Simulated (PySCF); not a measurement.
trans-dichloroethylene (C₂H₂Cl₂), SMILES C(=C\Cl)/Cl. Atoms are numbered in the order given.

```xyz
6

Cl    -0.0505     2.1576     0.0000
C      0.4457     0.4977     0.0000
C     -0.4457    -0.4977     0.0000
Cl     0.0505    -2.1576     0.0000
H      1.5256     0.3421     0.0000
H     -1.5256    -0.3421     0.0000
```
Charge 0, spin multiplicity 1.

Geometry optimised at TPSSh-D3(BJ)/def2-SVP.

All values below come from TPSSh-D3(BJ)/def2-SVP run with PySCF 2.14.0.

Frequencies are harmonic and unscaled.

Task: Give all harmonic wavenumbers and intensities. (An estimate is asked for; the answer gives what the named calculation found.)

Result: 
```
mode  ν (cm⁻¹)  IR (km/mol)  Raman (Å⁴/amu)  depolarisation  moving atoms (share of kinetic energy)
----  --------  -----------  --------------  --------------  --------------------------------------
1          215          0.2             0.0               –                         C 68 %, Cl 27 %
2          231          3.7             0.0               –                 C 64 %, Cl 26 %, H 10 %
3          350          0.0             8.1            0.41                                 Cl 91 %
4          777          0.0             7.1            0.75                          H 51 %, C 48 %
5          827        131.6             0.0               –                         C 69 %, Cl 27 %
6          851          0.0             7.4            0.38                 C 71 %, H 16 %, Cl 13 %
7          923         62.8             0.0               –                                  H 92 %
8         1198         15.0             0.0               –                           H 90 %, C 9 %
9         1279          0.0            15.6            0.45                          H 83 %, C 16 %
10        1649          0.0            31.7            0.12                                  C 93 %
11        3224         10.9             0.0               –                                  H 92 %
12        3229          0.0           141.3            0.28                          H 90 %, C 10 %
```
